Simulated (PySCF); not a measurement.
Compound: H10O4Si4.
Structure used (PBE0-D3(BJ)/def2-SVP), in Å, numbered top down from 1:
```
atom  x, y, z in Å
O1     2.2246    1.0767   -0.8455
Si2    1.1823    2.1360   -0.0974
O3     0.4009    1.3986    1.1633
Si4   -0.2360   -0.0684    1.5719
O5    -1.7847   -0.1638    1.0354
Si6   -2.8023   -0.2109   -0.2751
O7     0.6694   -1.2597    0.8921
Si8    1.0928   -1.9830   -0.5455
H9     3.0030    0.8055   -0.3488
H10    1.9110    3.3015    0.4724
H11    0.2100    2.5281   -1.1472
H12   -0.2197   -0.2117    3.0359
H13   -2.5160    0.9329   -1.1921
H14   -2.6105   -1.4911   -1.0206
H15   -4.2060   -0.1237    0.2140
H16    0.3954   -1.3299   -1.6917
H17    2.5705   -1.9078   -0.7234
H18    0.6877   -3.4176   -0.4851
```

The closed-shell ground state was solved at several levels (PySCF, density fitting, gas phase, non-relativistic).

| level | basis functions | total energy (Eh) | HOMO (eV) | LUMO (eV) | gap (eV) | dipole (D) |
| --- | --- | --- | --- | --- | --- | --- |
| PBE0/pcSseg-1 | 214 | -1464.2903 | -8.71 | -0.04 | 8.67 | 0.93 |
| CAM-B3LYP/def2-SVPD | 268 | -1464.5424 | -10.12 | 0.57 | 10.69 | 0.81 |

(1) Estimate the row for HF/pcSseg-1, a basis of 214 functions; the other rows only guide the guess.

(2) Over all these levels, which gives the widest orbital gap and which the narrowest?

(3) How far do the dipole and the HOMO energy spread over the levels?

Results:

(1) Total energy -1461.2338 Eh, HOMO -12.37 eV, LUMO 3.15 eV, gap 15.52 eV, dipole 0.95 D.

(2) HF/pcSseg-1 (Hartree–Fock, all exact exchange) has the widest, 15.52 eV, and PBE0/pcSseg-1 (global hybrid, 25 % exact exchange) the narrowest, 8.67 eV. The two share the basis. From the narrowest to the widest the HOMO moves by -3.66 eV and the LUMO by +3.19 eV. The HOMO need not be the same orbital at Hartree–Fock and at DFT levels.

(3) The dipole runs from 0.81 to 0.95 D (mean 0.89 D) and the HOMO from -12.37 to -8.71 eV.

One conformer stands for the species.
